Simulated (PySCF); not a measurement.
CH₆BOSi (calculated)

All values are calculated (PySCF 2.14.0). Calculation on a computer-drawn molecule: the log of a Hartree-Fock and frozen-core CCSD(T) single point meant for a local Hartree-Fock minimum, with one planted fault or none, to be diagnosed. Offsets are logged minus clean, where the clean run is the same molecule without the fault. The reference is restricted for singlets and unrestricted otherwise, and also for a bond in bohr or an excited solution. Adding or removing an electron swaps singlet and doublet. The excited solution moves the top pair (singlet) or top alpha electron (doublet) to the lowest empty orbital. Highest occupied and lowest empty are orbital energies over both spins, largest force is the largest gradient component, triples share is (T) over the correlation energy, the T1 limit is 0.02 restricted and 0.045 unrestricted, electrons count all cores, a negative frequency is imaginary (commonest isotopes), and the dipole is about the centre of nuclear charge.

```json
{"formula": "CH6BOSi", "logged_structure": {"atoms_angstrom": [["B", 0.1463, -0.0715, 2.1715], ["Si", 0.275, -0.4169, 0.3039], ["C", -0.6677, -1.7014, -0.6786], ["O", 1.2814, 0.4242, -0.6837], ["H", -0.6206, -0.743, 2.8074], ["H", 0.8046, 0.7826, 2.693], ["H", -1.268, -1.2358, -1.4663], ["H", -1.339, -2.2574, -0.0211], ["H", 0.013, -2.4138, -1.1548], ["H", 1.3151, 0.2253, -1.6069]]}, "given": {"meant_charge": 0, "meant_multiplicity": 2, "meant_basis": "cc-pV(D+d)Z", "logged_electrons": 40, "logged_basis_functions": 95, "logged_SCF_converged": "yes", "logged_spin_squared": 0.0, "logged_highest_occupied [eV]": -0.12535, "logged_lowest_empty [eV]": 8.4804, "logged_largest_force [hartree/bohr]": 0.066171, "logged_T1_diagnostic": 0.013239, "logged_D1_diagnostic": 0.044173, "logged_triples_share": 0.029898, "logged_CC_converged": "yes", "logged_dipole_magnitude [debye]": 7.8074, "logged_SCF_stable_within_its_kind": "yes", "logged_energy_HF [hartree]": -429.81844, "logged_energy_CCSD(T) [hartree]": -430.42335, "possible_faults": "no fault, one electron removed, one electron added, multiplicity raised by two, geometry at a saddle point, SCF held on an excited solution, minimal basis STO-3G, one bond length entered in bohr, all coordinates scaled", "drawn_bonds_atom": [1, 2, 2, 1, 1, 3, 3, 3, 4], "drawn_bonds_other_atom": [2, 3, 4, 5, 6, 7, 8, 9, 10], "drawn_bonds_order": [1, 1, 1, 1, 1, 1, 1, 1, 1]}, "results": {"planted_fault": "one electron added", "HF_energy_offset_from_clean_run [kcal/mol]": 15.41, "CCSD(T)_energy_offset_from_clean_run [kcal/mol]": -8.834}}
```
